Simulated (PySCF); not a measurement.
Isomers of C7H9N, from PBE0-D3(BJ)/def2-SVP geometry optimisation, gas phase in PySCF 2.14.0. One conformer each, no zero-point energy, no frequencies.

Question: Which isomer lies lowest at this level?
A. `Cc1cccc(N)c1` (m-toluidine): A = 3642, B = 1795, C = 1213 MHz, dipole 1.71 D
B. `[CH3:1][C:2]1=[CH:3][CH2:4][C@H:5]([C:6]#[N:7])[CH2:8]1` with C2–C3–C4–C5 -16°, C3–C4–C5–C6 150°, C4–C5–C8–C2 -24°, C1–C2–C8–C5 -167°: A = 5221, B = 1256, C = 1064 MHz, dipole 4.26 D
C. `[CH3:1][NH:2][c:3]1[cH:4][cH:5][cH:6][cH:7][cH:8]1` with C1–N2–C3–C4 -9° (N-methylaniline): A = 4997, B = 1521, C = 1176 MHz, dipole 2.07 D

Answer: A. That is `Cc1cccc(N)c1` (m-toluidine), 7.4 kcal/mol below the next.

| SMILES | mapped SMILES | E (Eh) | relative (kcal/mol) | relative (kJ/mol) | dipole (D) |
| --- | --- | --- | --- | --- | --- |
| Cc1cccc(N)c1 | [CH3:1][c:2]1[cH:3][cH:4][cH:5][c:6]([NH2:7])[cH:8]1 | -326.31707 | 0.0 | 0.0 | 1.71 |
| CNc1ccccc1 | [CH3:1][NH:2][c:3]1[cH:4][cH:5][cH:6][cH:7][cH:8]1 | -326.30523 | 7.4 | 31.1 | 2.07 |
| CC1=CC[C@H](C#N)C1 | [CH3:1][C:2]1=[CH:3][CH2:4][C@H:5]([C:6]#[N:7])[CH2:8]1 | -326.27335 | 27.4 | 114.8 | 4.26 |

As drawn, the lowest has an aromatic ring and an N–H bond, which the highest lacks; the highest has a C≡N group and a C=C bond outside aromatic rings, which the lowest lacks.
